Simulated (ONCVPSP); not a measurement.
**Pseudopotential generation for boron (B): ONCV, PBE, non-relativistic.**

ONCVPSP 4.0.1 was run on this input:

```
# ATOM AND REFERENCE CONFIGURATION
# atsym  z   nc   nv     iexc    psfile
  B 5.00    1    2        4      upf
#
#   n    l    f
    1    0    2.00
    2    0    2.00
    2    1    1.00
#
# PSEUDOPOTENTIAL AND OPTIMIZATION
# lmax
    2
#
#   l,   rc,      ep,       ncon, nbas, qcut
    0    1.30    0.00    3    7    5.10
    1    2.35    0.00    4    7    5.90
    2    2.00    0.04    4    7    5.70
#
# LOCAL POTENTIAL
# lloc, lpopt,  rc(5),   dvloc0
    4    5    0.95    0.00
#
# VANDERBILT-KLEINMAN-BYLANDER PROJECTORs
# l, nproj, debl
    0    1    2.20
    1    2    2.20
    2    2    2.80
#
# MODEL CORE CHARGE
# icmod, fcfact, rcfact
    3    5.25    1.20
#
# LOG DERIVATIVE ANALYSIS
# epsh1, epsh2, depsh
   -2.00    5.00    0.02
#
# OUTPUT GRID
# rlmax, drl
    6.00    0.01
#
# TEST CONFIGURATIONS
# ncnf
    4
# nvcnf
#   n    l    f
    2
    2    0    2.00
    2    1    0.00
#
    2
    2    0    1.00
    2    1    0.00
#
    2
    2    0    2.00
    2    1    0.50
#
    2
    2    0    1.00
    2    1    1.00
#
```

Command:

```bash
oncvpspnr.x < B.dat > B.out
```

Output (shortened: citation, most of the input echo, consistency checks and plot data are left out):

```
ONCVPSP  (Optimized Norm-Conservinng Vanderbilt PSeudopotential)
scalar-relativistic version 4.0.1

#   n    l    f        energy (Ha)
    1    0    2.00    -6.6346260E+00
    2    0    2.00    -3.4686529E-01
    2    1    1.00    -1.3261805E-01

Reference configufation results
  iterations    23
  all-electron total energy (Ha)   -2.45955706D+01

Begin loop to  construct optimized pseudo wave functions
and semi-local pseudopoentials for all angular momenta

Calculating optimized projector #   1

 for l=   0

    Fraction of norm inside rc  0.233001
    Optimizing pswf for qcut=   5.10 a_B^-1,  ecut=  13.03 Ha
    Residual kinetic energy error=  3.15D-04 Ha

    Energy error per electron        Cutoff
         Ha          eV             Ha
         0.01000     0.27211        6.52
         0.00100     0.02721       10.98
         0.00010     0.00272       24.37
         0.00001     0.00027       79.63

   Wellstate for l =  1  n =  4
     eigenvalue =   2.0674
     asymptotic potential =   2.5674
     half-point radius =  3.6807

Calculating optimized projector #   1

 for l=   1

    Fraction of norm inside rc  0.603114
    Optimizing pswf for qcut=   5.90 a_B^-1,  ecut=  17.38 Ha
    Residual kinetic energy error=  1.97D-07 Ha

    Energy error per electron        Cutoff
         Ha          eV             Ha
         0.01000     0.27211        6.73
         0.00100     0.02721        9.98
         0.00010     0.00272       12.56
         0.00001     0.00027       14.51

Calculating optimized projector #   2

 for l=   1

    Fraction of norm inside rc  0.331022
    Optimizing pswf for qcut=   5.90 a_B^-1,  ecut=  17.38 Ha
    Residual kinetic energy error=  2.20D-05 Ha

    Energy error per electron        Cutoff
         Ha          eV             Ha
         0.01000     0.27211       11.24
         0.00100     0.02721       13.96
         0.00010     0.00272       16.19
         0.00001     0.00027       21.99

   Wellstate for l =  2  n =  3
     eigenvalue =   0.0400
     asymptotic potential =   0.5400
     half-point radius = 40.5275

   Wellstate for l =  2  n =  5
     eigenvalue =   2.8400
     asymptotic potential =   3.3400
     half-point radius =  3.9471

Calculating optimized projector #   1

 for l=   2

    Fraction of norm inside rc  0.000316
    Optimizing pswf for qcut=   5.70 a_B^-1,  ecut=  16.23 Ha
    Residual kinetic energy error=  1.38D-09 Ha

    Energy error per electron        Cutoff
         Ha          eV             Ha
         0.01000     0.27211        0.05
         0.00100     0.02721        0.31
         0.00010     0.00272        1.11
         0.00001     0.00027        3.13

Calculating optimized projector #   2

 for l=   2

    Fraction of norm inside rc  0.176583
    Optimizing pswf for qcut=   5.70 a_B^-1,  ecut=  16.23 Ha
    Residual kinetic energy error=  1.29D-04 Ha

    Energy error per electron        Cutoff
         Ha          eV             Ha
         0.01000     0.27211        8.45
         0.00100     0.02721       13.21
         0.00010     0.00272       16.84
         0.00001     0.00027       44.22

Construct Vanderbilt / Kleinmman-Bylander projectors

B matrix Hermiticity error, ll=   1
   1   2   -2.7809E-08

  Orthonormal projector coefficients -1.1085E+00 -2.9720E-01

B matrix Hermiticity error, ll=   2
   1   2   -1.6269E-10

  Orthonormal projector coefficients -6.0626E-01 -1.3692E-01

Model core correction analysis
  based on d2Exc/dn_idn_j

d2excae - all-electron derivatives

   -4.856054D-02   -4.036691D-02
   -4.037239D-02   -3.703252D-02

d2excps - pseudofunction derivatives with no core correction

   -4.896071D-02   -4.288287D-02
   -4.288687D-02   -3.998127D-02

rms 2nd derivative error    2.318833E-03

rmatch, rhocmatch    0.7391    0.9361

Teter function model core charge with specified parameters

d2excps - pseudofunction derivatives with core correction

   -4.905481D-02   -4.310470D-02
   -4.310961D-02   -4.012943D-02

rms 2nd derivative error    2.491136E-03

Pseudoatom total energy   -2.592768

Diagnostic tests using Vanderbilt-Kleinman-Bylander pseudopotentials
  1 or more projectors used as specified by nproj input data

   l    rcore       rmatch      e in        delta e   norm test  slope test

   0   1.3047798   1.3443958  -0.3468653   0.0000227   1.0000269   0.9997384

   1   2.3590509   2.4306768  -0.1326181   0.0000000   1.0000000   1.0000000
   1   2.3590509   2.4306768   2.0673819   0.0000001   1.0000000   1.0000000

   2   2.0072055   2.0681486   0.0400000  -0.0000000   1.0000000   1.0000000
   2   2.0072055   2.0681486   2.8400000   0.0000000   1.0000000   1.0000000

 Testing for bound ghosts
   n   l    E NL Schr. Eq   E Basis Diag.   E Cutoff

   1   0       -0.346843       -0.308177     73.09

   2   1       -0.132618       -0.130040     39.83

 Testing for highly-localized positive-energy ghosts
       l    <radius>/rc     E Basis Diag.   E Cutoff

Test configuration 0

   n   l     f        eae           eps        diff
   1   0  2.0000   -6.63462599
   2   0  2.0000   -0.34686529   -0.34684256    2.27D-05
   2   1  1.0000   -0.13261805   -0.13261805    0.00D+00

    Total energies and differences
      AE_ref= -2.45955706D+01  AE_tst= -2.45955706D+01  dif=  0.00D+00
      PS_ref= -2.59276791D+00  PS_tst= -2.59276791D+00  dif= -3.11D-15
      PSP excitation error=  3.11D-15

Test configuration 1

   n   l     f        eae           eps        diff
   1   0  2.0000   -7.11370617
   2   0  2.0000   -0.71680858   -0.71423094    2.58D-03

    Total energies and differences
      AE_ref= -2.45955706D+01  AE_tst= -2.42934285D+01  dif=  3.02D-01
      PS_ref= -2.59276791D+00  PS_tst= -2.29201844D+00  dif=  3.01D-01
      PSP excitation error=  1.39D-03

Test configuration 2

   n   l     f        eae           eps        diff
   1   0  2.0000   -7.75841395
   2   0  1.0000   -1.15634519   -1.14908171    7.26D-03

    Total energies and differences
      AE_ref= -2.45955706D+01  AE_tst= -2.33594469D+01  dif=  1.24D+00
      PS_ref= -2.59276791D+00  PS_tst= -1.36255601D+00  dif=  1.23D+00
      PSP excitation error=  5.91D-03

Test configuration 3

   n   l     f        eae           eps        diff
   1   0  2.0000   -6.84936572
   2   0  2.0000   -0.51908042   -0.51853696    5.43D-04
   2   1  0.5000   -0.29728452   -0.29628443    1.00D-03

    Total energies and differences
      AE_ref= -2.45955706D+01  AE_tst= -2.44894248D+01  dif=  1.06D-01
      PS_ref= -2.59276791D+00  PS_tst= -2.48680790D+00  dif=  1.06D-01
      PSP excitation error=  1.86D-04

Test configuration 4

   n   l     f        eae           eps        diff
   1   0  2.0000   -7.12810737
   2   0  1.0000   -0.71973626   -0.72054114   -8.05D-04
   2   1  1.0000   -0.49457068   -0.49376515    8.06D-04

    Total energies and differences
      AE_ref= -2.45955706D+01  AE_tst= -2.40680308D+01  dif=  5.28D-01
      PS_ref= -2.59276791D+00  PS_tst= -2.06491415D+00  dif=  5.28D-01
      PSP excitation error= -3.14D-04
```

oncvpspnr.x prints “scalar-relativistic version” in its banner although the run is non-relativistic.

The run took about 2.9 s on one core of a shared server CPU.
